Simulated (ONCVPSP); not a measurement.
Ranking ONCV potentials for Si (Z = 14)

All share these settings but for the change named:

Si (Z = 14), optimised norm-conserving Vanderbilt (ONCV), made with ONCVPSP 4.0.1 (revPBE, scalar-relativistic). Core [Ne], reference 3s2 3p2. Waves: 3s: rc 1.80 bohr, ncon 3, nbas 6, qcut 3.3 1/bohr, 2 projectors, debl 3.5 Ha; 3p: rc 2.20 bohr, ncon 5, nbas 9, qcut 4.3 1/bohr, 1 projector; d scattering state at 0.08 Ha: rc 2.40 bohr, ncon 4, nbas 9, qcut 4.6 1/bohr, 3 projectors, debl 2.4 Ha. Local part: polynomial inside 1.45 bohr (lpopt 5, dvloc0 0 Ha). Core correction: Teter function, parameters optimised by the program.

Cutoff: the first of the cutoffs (Ha) at which the residual kinetic energy of the hardest occupied pseudo-wave falls to 1 and 0.1 mHa per electron; the density cutoff is not measured.

The base gives 11 Ha.

Of 8 variants that were run, those that failed, showed a ghost or another fault, or gave nearly equal values are left out.

A variant can come out equal or close to the base.

Task: Rank these variants from softest to hardest (loose cutoff).
A. s: rc 2.54
B. s: rc 2.2
C. s: rc 2
D. s: rc 1.84
E. s: rc 1.68

Result: A (4 Ha), B (5 Ha), C (6 Ha), D (11 Ha), E (13 Ha).
